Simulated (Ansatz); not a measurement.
Basis-set extrapolation for C$_{3}$H$_{10}$O$_{3}$Si, SMILES `CC[Si](O)(O)OC` (PBE0-D4/def2-TZVP geometry, frozen core, the Gaussian-basis code of Ansatz). Multiplicity 1, RHF reference.

```csv
,def2-TZVPP,def2-QZVPP
HF,-633.280150,-633.306440
MP2 correlation,-1.360911,-1.462752
CCSD(T) correlation,-1.460147,not run
```

Energies in hartree. Use E(X) = E(∞) + A·exp(−7.88·√X) for Hartree–Fock and E(X) = E(∞) + B·X^(−2.97) for correlation, with X = 3 and 4, and add CCSD(T) minus MP2 of the smaller set to the MP2 limit.

Question: What is the CCSD(T) energy at the basis-set limit?

Answer: HF limit: -633.306440 + (-0.026290) × 0.13774 = -633.31006. MP2 limit: -1.462752 + (-0.101841) × 0.74074 = -1.53819. Higher-order term: -1.460147 − (-1.360911) = -0.09924. Total: -634.94749 hartree, 544.0 kJ/mol below CCSD(T)/def2-TZVPP.
